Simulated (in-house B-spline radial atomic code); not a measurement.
RPA and G0W0 on LDA exchange-only: As23+

Configuration [He] 2s2 2p6, mean-field start LDA exchange-only. Computed with a B-spline radial code for spherical atoms: all electrons, non-relativistic, point nucleus, each spin shell either full or empty, empty states to l = 9 with an (l + 1/2)⁻⁴ tail; G0W0 by contour deformation at full frequency.

Command:
```bash
python run_gw.py task.json out
```
Settings (radii: box in bohr, nucleus in fm):
```
Z                        33
electrons                10
configuration            [He] 2s2 2p6
hamiltonian              nr
method                   lda,
lmax                     9
spin_polarised           False
box_radius               3.69
intervals                46
```

Run time, properties included: 0.5 s on 1 thread of Arm Neoverse V1, on a shared host.

Energies (hartree):

```tsv
term	value
mean-field total	-1899.91082
Hartree-Fock functional on these orbitals	-1904.21558
direct second order	-0.6578
second-order exchange	0.23027
SOSEX correction	0.22495
```

(1) What is the RPA correlation energy, and what remains with SOSEX?

Quasi-particle levels (eV):

| level | occupied | mean field | Σx - vxc | Σc | QP weight | G0W0 |
| --- | --- | --- | --- | --- | --- | --- |
| 2p | yes | -2287.32 | -70.37 | ? | ? | ? |
| 2s | yes | -2426.68 | -87.22 | 3.88 | 0.996 | -2510.03 |
| 1s | yes | -12560.80 | -255.19 | 24.60 | 0.985 | -12791.39 |
| 3s | no | -960.00 | 16.10 | -0.91 | 0.999 | -944.81 |

G0W0 = mean field + (Σx - vxc) + Σc, with Σc (partial-wave tail included) taken at the quasi-particle energy.

(2) Where does G0W0 put 2p?

Answers

(1) RPA gives -0.63596 hartree (-1.73 eV per electron); RPA + SOSEX gives -0.411, and the second-order doubles -0.42754 hartree (no singles). RPA lacks exchange-type terms and so overcorrelates at short range.

(2) At -2355.72 eV, with Σc = 1.97 eV and a quasi-particle weight of 0.996. The tabulated removal energy is 2356.9 ± 1.4 eV (NIST, semi-empirical); the calculation leaves out relativity, Breit and QED terms, and what these don't explain is the method's own error.
